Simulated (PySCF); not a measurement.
Compound: mer-IrF3(NH3)3 (singlet state).
Bonds: Ir1–F2, Ir1–F3, Ir1–F4, Ir1–N5, Ir1–N9, Ir1–N13. Hydrogens: H6, H7, H8 on N5; H10, H11, H12 on N9; H14, H15, H16 on N13.

Computed with PBE0-D3(BJ)/def2-SVP geometry optimisation, gas phase, def2 core potentials past Kr in PySCF.

(1) How far are the bound atoms from Ir1?

(2) List the angles at Ir1.

(3) What is the shape at Ir1?

(4) What are the other bond lengths?

(5) What are the rotational constants (commonest isotopes, rigid rotor)?

Results:

(1) 6 atoms: F4 1.967 Å, F3 1.987 Å, F2 2.007 Å, N9 2.057 Å, N13 2.058 Å, N5 2.081 Å. The nearest atom not counted as bound is H11, at 2.45 Å.

(2) 
```csv
angle,degrees,distance of the outer atoms (Å)
F2–Ir1–F3,175.6,3.99
F4–Ir1–N5,174.9,4.04
N9–Ir1–N13,167.0,4.09
F2–Ir1–N13,101.3,3.14
F3–Ir1–N9,99.2,3.08
F3–Ir1–N5,96.9,3.05
N5–Ir1–N13,96.8,3.10
F2–Ir1–F4,96.2,2.96
N5–Ir1–N9,96.2,3.08
F3–Ir1–F4,88.2,2.75
F4–Ir1–N13,84.2,2.70
F4–Ir1–N9,82.8,2.66
F2–Ir1–N9,81.2,2.65
F3–Ir1–N13,79.3,2.58
F2–Ir1–N5,78.7,2.59
```

(3) Distorted octahedral: the three widest angles are 175.6°, 174.9° and 167.0°, the others run from 78.7° to 101.3°. The Ir–F distances aren't all alike: 1.967 to 2.007 Å. The Ir–N distances aren't all alike: 2.057 to 2.081 Å.

(4) N5–H6, N5–H7 1.021 Å; N5–H8 1.030 Å; N9–H10 and 5 like bonds 1.024 Å.

(5) A = 1817, B = 1634, C = 1475 MHz: an asymmetric top.

Point group: C1 (no symmetry element, even within 0.4 Å). Charge 0, singlet. Not checked by PBE0-D3(BJ)/def2-SVP frequencies.
